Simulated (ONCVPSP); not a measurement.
**Before and after: ONCV potential for Hf**

ONCVPSP 4.0.1 input, shortened (lines: element, Z, core and valence counts, functional; n l f; lmax; l rc ep ncon nbas qcut; lloc lpopt rc5 dvloc0; l nproj debl; icmod fcfact rcfact), PBE, scalar-relativistic:

```
  Hf 72.00   10    4        4      upf
    1    0    2.00
    2    0    2.00
    2    1    6.00
    3    0    2.00
    3    1    6.00
    3    2   10.00
    4    0    2.00
    4    1    6.00
    4    2   10.00
    4    3   14.00
    5    0    2.00
    5    1    6.00
    5    2    2.00
    6    0    1.00
    2
    0    1.70    0.00    4    9    6.40
    1    1.75    0.00    4    8    8.10
    2    3.10    0.00    4    9    4.70
    4    4    1.25    0.00
    0    2    1.10
    1    2    3.70
    2    2    1.30
    1    0.55    0.00
```

All-electron outer shells of the reference configuration (PBE, scalar-relativistic, ld1.x):

```tsv
shell	level (eV)	outermost node (bohr)	outermost maximum (bohr)
5s	-73.94	0.55	1.01
5p	-42.51	0.60	1.16
4f	-23.76	–	0.45
6s	-10.97	1.36	2.78
5d	-9.21	0.67	1.67
```

Change: all radii but the core radius scaled by about 1.22 (s 2.06, p 2.12, d 3.78 bohr); local potential polynomial inside 1.52 bohr (lpopt 4, dvloc0 0 Ha).

Cutoffs: the cutoffs (Ha) at which the residual kinetic energy of the hardest occupied pseudo-wave falls to 1 and 0.1 mHa per electron; they do not see the model core or the augmentation charge, which bear on the density cutoff. Errors are all-electron minus pseudo energies relative to the spin-unpolarised reference configuration.

Problem. How do hardness, ghosts and transferability respond?

Solution. The potential gets softer (21 Ha and 25 Ha → 13 Ha and 17 Ha); of the 4 tests that both files solve, the error grows in 3 and shrinks in 1 by more than 15 % and 0.3 meV (median size 6.0 → 13.4 meV); neither file shows a bound ghost. A larger radius leaves more room for a smooth pseudo-wave, so fewer plane waves are needed.

| quantity | base | changed |
| --- | --- | --- |
| cutoff, loose | 21 Ha | 13 Ha |
| cutoff, tight | 25 Ha | 17 Ha |
| loose cutoff by channel | s 16 Ha, p 21 Ha, d 8.1 Ha | s 13 Ha, p 9.8 Ha, d 6.8 Ha |
| bound ghosts | none | none |
| GHOST(+) flags under 300 eV | s at 206.0 eV | d at 256.5 eV |
| error for 5s2 5p6 5d2 6s2, meV [ΔE -7.98 eV] | +1.0 | -2.3 |
| error for 5s2 5p6 5d2 6s0, meV [ΔE 14.18 eV] | -14 | -25 |
| error for 5s2 5p6 5d1 6s0, meV [ΔE 35.97 eV] | -11 | +78 |
| error for 5s2 5p6 5d2 6s1.5, meV [ΔE -4.72 eV] | +0.8 | -0.3 |
| rms error of d²Exc/dni dnj with the model core, mHa | 1.05 | 1.74 |
